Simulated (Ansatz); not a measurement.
Calculated with Ansatz (gas phase, PBE0-D4/def2-TZVP geometries, no zero-point term in ΔE). CCSD(T)/CBS adds triple-zeta CCSD(T) − MP2 to the extrapolated MP2 energy (def2 sets, frozen cores). This one scheme is used for every species. DFT in def2-TZVPP. B3LYP here is the variant with VWN-RPA as its local correlation; programs differ in this. For Sc outer-core shells are correlated without core-valence functions, which leaves a few kJ/mol of doubt a bond. Scalar relativity is left out up to krypton. One conformer a species, not always the lowest.

`OCOC[SiH3]` + `[OH][Sc]([F])[F]` → `[F][Sc]([F])[O][SiH3]` + `COCO`  (ligand exchange at the Si–C bond)

`OCOC[SiH3]`:

```xyz
13

O     2.296   -0.060    0.669
C     1.011   -0.163    1.206
O     0.170   -0.989    0.463
C    -0.166   -0.459   -0.817
Si   -1.684    0.673   -0.747
H     2.698   -0.934    0.693
H     1.021   -0.595    2.212
H     0.632    0.865    1.248
H    -0.394   -1.314   -1.461
H     0.697    0.047   -1.264
H    -1.955    1.215   -2.106
H    -1.461    1.811    0.185
H    -2.866   -0.097   -0.280
```

`[OH][Sc]([F])[F]`:

```xyz
5

O     1.077    0.179    0.702
Sc   -0.460   -0.077   -0.300
F    -1.334    1.357   -1.068
F    -1.149   -1.772   -0.551
H     1.867    0.312    1.217
```

`[F][Sc]([F])[O][SiH3]`:

```xyz
8

F    -2.491   -1.312   -1.686
Sc   -1.097   -1.536   -0.502
F    -0.751   -3.202    0.204
O    -0.032   -0.066   -0.015
Si    0.880    1.225    0.402
H     1.281    1.982   -0.814
H     2.107    0.783    1.116
H     0.103    2.126    1.296
```

`COCO`:

```xyz
10

C     0.356    0.509   -1.189
O     0.310    0.791    0.192
C     0.103   -0.337    0.978
O    -1.168   -0.898    0.825
H     0.536    1.452   -1.704
H     1.174   -0.187   -1.419
H    -0.584    0.076   -1.544
H     0.281   -0.010    2.008
H     0.807   -1.136    0.713
H    -1.814   -0.259    1.140
```

```csv
level,ΔE (kJ/mol)
r2SCAN-D4,-128.4
B3LYP-D4,-129.6
ωB97X-V,-127.6
PBE0,-123.7
B3LYP,-133.8
MP2/def2-TZVPP,-134.3
SCS-MP2/def2-TZVPP,-139.1
HF/CBS(def2),-160.6
```

Problem. What does CCSD(T)/CBS give? (Best estimate.)

Solution. The calculation gave: -133.2 kJ/mol. The listed levels differ from it by 4.8, 3.6, 5.6, 9.5, -0.6, -1.1, -5.9, -27.4 kJ/mol.

Largest T1 diagnostic among the species: 0.017.

The D4 term adds +4.3 kJ/mol with B3LYP and +2.4 kJ/mol with PBE0; it sums over pairs of atoms, weighted by their polarisabilities, and B3LYP, whose exchange is more repulsive, gets the larger term. In def2-TZVPP, CCSD(T) changes the Hartree–Fock value by +25.5 kJ/mol (the triples alone add +3.4 kJ/mol) and MP2 by +23.3 kJ/mol.
